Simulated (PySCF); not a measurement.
## Nuclear quadrupole coupling in `C[C@H](F)C1=COC(F)=CO1`

C₆H₆F₂O₂.
Numbering: `[CH3:1][C@H:2]([F:3])[C:4]1=[CH:5][O:6][C:7]([F:8])=[CH:9][O:10]1` (hydrogens: H11, H12, H13 on C1; H14 on C2; H15 on C5; H16 on C9)

Structure used (PBE0-D3(BJ)/def2-SVP), in Å, numbered top down from 1:
```
atom  x, y, z in Å
C1    -2.234    0.593   -0.310
C2    -1.407   -0.672   -0.266
F3    -1.887   -1.507    0.715
C4     0.042   -0.398   -0.004
C5     0.696   -0.810    1.082
O6     2.035   -0.535    1.308
C7     2.562    0.262    0.358
F8     3.801    0.578    0.641
C9     1.930    0.692   -0.733
O10    0.619    0.338   -1.002
H11   -2.181    1.106    0.662
H12   -1.846    1.268   -1.086
H13   -3.282    0.354   -0.535
H14   -1.481   -1.205   -1.232
H15    0.232   -1.396    1.870
H16    2.390    1.340   -1.473
```

Field gradients from the PBE0/pcSseg-1 density (PySCF, non-relativistic), principal values in atomic units, ordered |Vxx| ≤ |Vyy| ≤ |Vzz|:

```tsv
atom	Vxx	Vyy	Vzz
O6	-0.0808	-1.7544	1.8352
O10	-0.0816	-1.8322	1.9139
```

**Question.** Find the asymmetry η = (Vxx − Vyy)/Vzz and the couplings χ = eQV/h (234.96 MHz × Q in barn × V in au), with Q(17O) = −0.0256 b.

**Answer.** 
```tsv
atom	environment	nucleus	η	χzz (MHz)	χxx (MHz)	χyy (MHz)
O6	cyclic ether oxygen	17O	0.91	-11.04	0.49	10.55
O10	cyclic ether oxygen	17O	0.91	-11.51	0.49	11.02
```

At O6 and O10 η is above 0.9: Vyy and Vzz are nearly equal in size and opposite in sign, so a small change could swap them and flip the sign of χzz. The tensor is traceless: Vxx + Vyy + Vzz = 0.

**Question.** What is Vzz at O10 in SI units (1 au = 9.71736 × 10²¹ V/m²)?

**Answer.** 1.9139 au = 18.598 × 10²¹ V/m².

**Question.** And the gradient at the other heavy atoms, for which no coupling is worked out here?

**Answer.** 
```tsv
atom	environment	Vzz (au)	η
C1	methyl carbon	0.084	0.07
C2	sp3 C–F carbon	0.514	0.23
F3	alkyl fluorine	3.073	0.05
C4	vinylic carbon bearing oxygen	-0.298	0.73
C5	vinylic carbon bearing oxygen	0.359	0.77
C7	vinylic C–F carbon	0.369	0.11
F8	vinyl fluorine	2.987	0.05
C9	vinylic carbon bearing oxygen	0.354	0.15
```

**Question.** What couplings would deuterons (Q(2H) = 0.00286 b) have in place of the hydrogens, at this geometry?

**Answer.** 
```
atom  bonded to  bond length (Å)  Vzz (au)     η  χzz (kHz)
 H11         C1            1.100    0.2898  0.03        195
 H12         C1            1.099    0.2905  0.03        195
 H13         C1            1.099    0.2926  0.03        197
 H14         C2            1.106    0.2650  0.06        178
 H15         C5            1.086    0.3084  0.13        207
 H16         C9            1.086    0.3113  0.15        209
```

The structure is a single PBE0-D3(BJ)/def2-SVP conformer in the gas phase; no vibrational or solvent corrections. A larger basis could move these couplings by a tenth or more.
